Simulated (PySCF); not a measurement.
C5H11B.
Structure used (PBE0-D3(BJ)/def2-SVP), in Å, numbered top down from 1:
```xyz
17
C5H11B angstrom
B      2.3516   -0.5242    0.6496
C      0.9937   -1.0671    0.2016
C      0.0002   -0.3546   -0.4006
C     -1.2980   -0.9945   -0.7813
C      0.0945    1.1159   -0.7025
C     -0.5736    1.9743    0.3719
H      2.6933    0.6175    0.4333
H      3.1267   -1.2404    1.2437
H      0.7614   -2.1237    0.3885
H     -1.4205   -0.9706   -1.8779
H     -2.1523   -0.4339   -0.3668
H     -1.3633   -2.0376   -0.4444
H      1.1476    1.4115   -0.7963
H     -0.3889    1.3096   -1.6753
H     -0.5409    3.0390    0.0963
H     -1.6300    1.7027    0.5219
H     -0.0574    1.8556    1.3363
```

Method: core-valence-separated Tamm–Dancoff BHandHLYP/aug-pcX-1 (pcseg-1 on H) in PySCF, non-relativistic, gas phase, PBE0-D3(BJ)/def2-SVP geometry. No shift to experiment was applied.

Q: List the carbon K-edge absorption lines.

A: 
```csv
E (eV),f,core hole on,main final orbital,polarisation
281.75,0.0244,C2,LUMO (77 %),normal to the local trigonal plane
281.93,0.0678,C3,LUMO (76 %),normal to the local trigonal plane
284.12,0.0404,C2,LUMO+17 (30 %),normal to the local trigonal plane
284.16,0.0002,C5,LUMO (94 %),–
284.26,0.0001,C4,LUMO (92 %),–
284.62,0.0071,C6,LUMO (94 %),–
285.17,0.0136,C2,LUMO+1 (32 %),in the local trigonal plane
285.41,0.0082,C6,LUMO+1 (51 %),–
285.49,0.0092,C4,LUMO+1 (73 %),–
285.76,0.0163,C5,LUMO+1 (48 %),–
286.06,0.0050,C2,LUMO+1 (52 %),in the local trigonal plane
286.18,0.0283,C6,spread,–
286.34,0.0316,C4,spread,–
286.36,0.0204,C6,spread,–
286.37,0.0319,C4,spread,–
286.44,0.0001,C2,LUMO+4 (38 %),–
286.48,0.0000,C2,LUMO+2 (36 %),–
286.52,0.0252,C5,spread,–
286.70,0.0031,C5,LUMO+3 (43 %),–
286.78,0.0101,C6,spread,–
286.80,0.0034,C2,LUMO+8 (51 %),mixed
286.92,0.0009,C2,LUMO+5 (59 %),–
```

The first line with a tenth or more of the strongest one's intensity is at 281.75 eV (f = 0.024), with the hole on C2 (alkene CH carbon), polarised normal to the local trigonal plane: a 1s→π* resonance. The strongest listed is at 281.93 eV (f = 0.068; C3, 1s→π*).

Q: List the boron K-edge absorption lines.

A: 
```tsv
E (eV)	f	core hole on	main final orbital
185.24	0.0791	B1	LUMO (80 %)
190.61	0.0053	B1	LUMO+4 (55 %)
190.82	0.0086	B1	LUMO+2 (37 %)
190.95	0.0091	B1	LUMO+3 (30 %)
191.18	0.0038	B1	LUMO+1 (45 %)
191.37	0.0095	B1	spread
191.89	0.0012	B1	LUMO+5 (36 %)
```

The first line with a tenth or more of the strongest one's intensity is at 185.24 eV (f = 0.079), with the hole on B1 (three-coordinate boron). It is also the strongest listed.

Roots within 0.03 eV whose holes lie on the same, on equivalent or on shared atoms are summed into one line, and the highest roots are left out, as the search may have cut off their partners. Final orbitals are the ground state's empty Kohn–Sham orbitals. A dash: too weak, shared between unlike atoms, or no plane or axis to refer to.

Q: What are the wavelength and the wavenumber of the 286.37 eV line?

A: λ = 12398.42 eV Å/286.37 eV = 43.295 Å; 2.3097 × 10⁶ cm⁻¹.

The ionisation thresholds weren't computed; near and above them a finite basis only mimics Rydberg series and continuum.

One conformer stands for the species.
